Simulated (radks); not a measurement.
Values are calculated unless marked as measured or tabulated.
Task: The mean radii <r> (bohr) of the occupied orbitals of an atom or ion are listed with their occupations. Level of theory: scalar-relativistic Kohn-Sham, PBE, spin-unpolarised, spherical densities, finite nucleus; Fermi nuclear charge, rms radius of each element as measured or else 0.836 A^(1/3) + 0.57 fm (a radial shooting solver on a logarithmic mesh with Libxc functionals).

| orbital | occ. | <r> |
|---|---|---|
| 1s | 2 | 0.01580 |
| 2s | 2 | 0.06649 |
| 2p | 6 | 0.06054 |
| 3s | 2 | 0.1716 |
| 3p | 6 | 0.1737 |
| 3d | 10 | 0.1575 |
| 4s | 2 | 0.3771 |
| 4p | 6 | 0.4026 |
| 4d | 10 | 0.4225 |
| 5s | 2 | 0.8311 |
| 4f | 14 | 0.4410 |
| 5p | 6 | 0.9479 |
| 5d | 10 | 1.226 |
| 6s | 2 | 2.068 |
| 6p | 1 | 2.622 |

Name the element and its charge.

Result: Z = 83, bismuth, charge +2: Bi2+ in [Hg] 6p1. The 1s radius gives Z: for a bare nucleus <r> = (2 gamma + 1)/(2Z) with gamma = sqrt(1 - (Z/c)^2), 0.01561 bohr for Z = 83, and screening makes it slightly larger (0.01580 here). The occupations add up to 81, and the charge is Z minus that.
